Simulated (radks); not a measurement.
Question: The mean radii <r> (bohr) of the occupied orbitals of an atom or ion are listed with their occupations. Calculated with a radial shooting solver on a logarithmic mesh with Libxc functionals: scalar-relativistic Kohn-Sham, PBE, spin-polarised, spherical densities, point nucleus.

| orbital | occ. | <r> |
|---|---|---|
| 1s down | 1 | 0.01898 |
| 1s up | 1 | 0.01898 |
| 2s up | 1 | 0.08037 |
| 2s down | 1 | 0.08037 |
| 2p up | 3 | 0.07173 |
| 2p down | 3 | 0.07172 |
| 3s up | 1 | 0.2086 |
| 3s down | 1 | 0.2086 |
| 3p up | 3 | 0.2085 |
| 3p down | 3 | 0.2085 |
| 3d up | 5 | 0.1890 |
| 3d down | 5 | 0.1890 |
| 4s up | 1 | 0.4682 |
| 4s down | 1 | 0.4682 |
| 4p up | 3 | 0.4977 |
| 4p down | 3 | 0.4977 |
| 4d up | 5 | 0.5353 |
| 4d down | 5 | 0.5352 |
| 5s up | 1 | 1.134 |
| 5s down | 1 | 1.131 |
| 5p up | 3 | 1.335 |
| 5p down | 3 | 1.331 |
| 4f up | 7 | 0.6767 |
| 4f down | 7 | 0.6743 |
| 6s up | 1 | 3.096 |
| 6s down | 1 | 3.136 |
| 5d up | 1 | 2.159 |

Name the element and its charge. Open shells, if any, are filled with parallel spins first.

Answer: Z = 72, hafnium, charge +1: Hf+ in [Xe] 4f14 5d1 6s2. The 1s radius gives Z: for a bare nucleus <r> = (2 gamma + 1)/(2Z) with gamma = sqrt(1 - (Z/c)^2), 0.01876 bohr for Z = 72, and screening makes it slightly larger (0.01898 here). The occupations add up to 71, and the charge is Z minus that.
